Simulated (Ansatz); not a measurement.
C$_{2}$H$_{5}$S (SMILES [CH2]SC), doublet, geometry from GFN2-xTB. Base run: PBE0/6-31G* (Ansatz, a program for electronic structure).

Ansatz was given this input:
Ansatz 0.2 input:
```yaml
crystal:
  periodic: [false, false, false]
  atoms:
    - {symbol: C, position_ang: [0.00596101, 1.31810472, -0.60732876]}
    - {symbol: S, position_ang: [-0.17114785, 0.11511586, 0.58372680]}
    - {symbol: C, position_ang: [0.22202030, -1.37363243, -0.38519703]}
    - {symbol: H, position_ang: [0.71061926, 1.15790413, -1.39965789]}
    - {symbol: H, position_ang: [-0.22649668, 2.31627681, -0.29702164]}
    - {symbol: H, position_ang: [0.13226791, -2.22530445, 0.28055238]}
    - {symbol: H, position_ang: [-0.48349098, -1.45937936, -1.20603518]}
    - {symbol: H, position_ang: [1.23757816, -1.29818465, -0.76231178]}
basis:
  gaussian:
    orbitals: 6-31G*
hamiltonian:
  xc: pbe0
magnetization: {spin_polarized: true, initial_magnetization: 1}
```

Each row names what was changed in the base input (with any setting that the change needs).

```
change                                                           ΔE vs base (mEh)
---------------------------------------------------------------  ----------------
base                                                                        0.000
forces = on                                                                 0.000
lower_state_search = light                                                  0.000
final_grid = 6, 12, 29                                                      0.017
point_charge = charge:-1.0 position_ang:-1.0707, 4.2284, 2.6316            -0.574
fitting.mean_field = cc-pVTZ-JKFIT                                         -0.025
lower_state_search = full                                                   0.000
final_grid = 14, 28, 59                                                     0.000
point_charge = charge:1.0 position_ang:3.559, 1.9944, 3.3322               -5.587
accuracy = high                                                             0.001
final_grid = 10, 20, 41                                                     0.000
```
